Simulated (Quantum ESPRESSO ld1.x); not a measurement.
Problem. These are the eigenvalues of the occupied orbitals of an atom or ion with whole-number occupations (hartree). All-electron calculation, Dirac Kohn-Sham, PBE, spin-unpolarised, spherical densities, point nucleus. Program: ld1.x of Quantum ESPRESSO 7.5.

1s1/2: -3428.8788
2s1/2: -767.2775
2p1/2: -746.2963
2p3/2: -664.3574
3s1/2: -303.0821
3p1/2: -295.1851
3p3/2: -273.6260

Which element is it, and in what charge state? The configuration may be excited. Open shells, if any, fill j = l - 1/2 first.

Solution. Z = 82, lead, charge +65: Pb65+ in [Ne] 3s2 3p5. The list shows which subshells hold electrons but not how many an open one holds; the 1s level, -3428.9 hartree, gives Z - s = 82.8 by -(Z - s)^2/2, which with screening and relativity narrows Z to a few neighbours, and the depths of the outer levels then fix element, charge and occupations together.
